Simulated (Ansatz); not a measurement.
Stretching the O3–H4 bond in BeH2O (SMILES [BeH][OH]) (multiplicity 1 held, fragments rigid). Energies count from the point at 0.952 Å.
Geometry at that point (charge 0, multiplicity 1):
| atom | x (Å) | y (Å) | z (Å) |
|---|---|---|---|
| Be | -0.7841 | -0.3530 | 0.0298 |
| H | -1.9953 | -0.8949 | 0.0798 |
| O | 0.5111 | 0.1852 | -0.0736 |
| H | 1.0425 | 0.8250 | 0.3897 |

Unrestricted levels (U-) break spin symmetry where that is lower. Active spaces are followed from a long bond inwards. Levels need not reach the same state.

Correlated levels freeze the cores.

The values were computed with Ansatz (Gaussian basis) for Hartree–Fock, density functionals and correlated methods. 

Problem. Give the energy at R = 3.046 Å at the level FIC-MRCISD+Q on CASSCF(4,3)/aug-cc-pVTZ.

Solution. 130.1 kcal/mol

Problem. What energy at R = 3.046 Å does U-r2SCAN/aug-cc-pVTZ give?

Solution. 129.3 kcal/mol

Problem. Give the energy at R = 3.046 Å at the level FIC-NEVPT4(SD) on CASSCF(4,3)/aug-cc-pVTZ.

Solution. 130.8 kcal/mol

Doubts at one or more of the structures used: a spin-contaminated determinant (U-r2SCAN/aug-cc-pVTZ); active orbitals that take no part (FIC-NEVPT4(SD) on CASSCF(4,3)/aug-cc-pVTZ, FIC-MRCISD+Q on CASSCF(4,3)/aug-cc-pVTZ).

Ansatz is an electronic-structure program.
